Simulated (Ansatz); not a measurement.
Relaxation of CH5BOSi (9 atoms, charge 0, multiplicity 1), to a largest force component of 0.015 eV/Å in at most 40 steps.

Level of theory: RKS BLYP-D4/cc-pVDZ (Ansatz).

```xyz
9
Properties=species:S:1:pos:R:3
B -0.372 1.641 -0.171
Si 0.690 0.118 0.080
C -0.158 -1.506 -0.192
O -0.104 -1.011 1.098
H -0.841 1.928 -1.275
H -0.686 2.399 0.732
H 2.094 0.227 0.599
H -1.082 -1.471 -0.674
H 0.548 -2.371 -0.213
```

Q: Where does it end, and by what steps?

A: The forces met the threshold. After 16 steps the energy has fallen by 0.925 eV; H6 moved furthest, 1.45 Å.

| step | energy less start (eV) | largest force component (eV/Å) | accepted |
| --- | --- | --- | --- |
| 0 | 0.0000 | 3.474 | yes |
| 1 | -0.5791 | 1.062 | yes |
| 2 | -0.6564 | 0.464 | yes |
| 3 | -0.6933 | 0.200 | yes |
| 4 | -0.7102 | 0.240 | yes |
| 5 | -0.7374 | 0.374 | yes |
| 6 | -0.7767 | 0.281 | yes |
| 7 | -0.8171 | 0.206 | yes |
| 8 | -0.8370 | 0.569 | yes |
| 9 | -0.8512 | 0.678 | yes |
| 10 | -0.8750 | 0.503 | yes |
| 11 | -0.9122 | 0.217 | yes |
| 12 | -0.9128 | 0.235 | yes |
| 13 | -0.9223 | 0.114 | yes |
| 14 | -0.9244 | 0.042 | yes |
| 15 | -0.9247 | 0.040 | yes |
| 16 | -0.9249 | 0.009 | yes |

```xyz
9
Properties=species:S:1:pos:R:3
B -0.416 1.750 -0.112
Si 0.525 0.141 0.515
C -0.016 -1.482 -0.320
O -0.432 -1.256 1.039
H -1.605 1.677 -0.321
H 0.182 2.770 -0.369
H 1.916 0.108 1.077
H -0.832 -1.499 -1.068
H 0.765 -2.255 -0.458
```

Run time: 110 s on 1 thread of Intel(R) Xeon(R) Processor @ 2.50GHz (Skylake/Cascade Lake) (shared host), peak memory 0.15 GiB.
